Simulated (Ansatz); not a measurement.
Dissociation curve of GaAl, lowest singlet found (which spin is the ground state isn't settled by this scan).

- RCCSDT = CCSDT on RHF/aug-cc-pVDZ, cores with 3d frozen (Ansatz, a quantum-chemistry and plane-wave program)
- RKS-PBE = restricted PBE/aug-cc-pVDZ in Ansatz
- RHF/aug-cc-pVDZ (Ansatz)

Total energies in hartree (comparable only within one method and basis):

```json
[
 {"R / Å": "2.73", "RCCSDT": "-2165.18879", "RKS-PBE": "-2166.74171", "RHF": "-2165.06676"},
 {"R / Å": "2.88", "RCCSDT": "-2165.19222", "RKS-PBE": "-2166.74572", "RHF": "-2165.07066"},
 {"R / Å": "3.09", "RCCSDT": "-2165.19307", "RKS-PBE": "-2166.74741", "RHF": "-2165.07122"},
 {"R / Å": "3.31", "RCCSDT": "-2165.19096", "RKS-PBE": "-2166.74560", "RHF": "-2165.06805"},
 {"R / Å": "3.54", "RCCSDT": "-2165.18712", "RKS-PBE": "-2166.74151", "RHF": "-2165.06244"},
 {"R / Å": "3.91", "RCCSDT": "-2165.17995", "RKS-PBE": "-2166.73296", "RHF": "-2165.05121"},
 {"R / Å": "4.30", "RCCSDT": "-2165.17310", "RKS-PBE": "-2166.72369", "RHF": "-2165.03872"},
 {"R / Å": "4.84", "RCCSDT": "-2165.16638", "RKS-PBE": "-2166.71249", "RHF": "-2165.02258"},
 {"R / Å": "5.31", "RCCSDT": "—", "RKS-PBE": "-2166.70480", "RHF": "-2165.01041"}
]
```

Dashes: no converged value, or the column stops at the first point that the program doubted or that broke a chosen test of continuity, which isn't proof of a fault.

The scan ran from 1.73 to 8.25 Å; beyond the distances shown full CI changes its symmetry label. The T1 diagnostic of CCSD on the restricted reference of RCCSDT exceeds 0.045 at 4.84 to 5.31 Å. The restricted form behind RKS-PBE, RHF keeps the bonding electrons paired and can't separate into open-shell fragments.
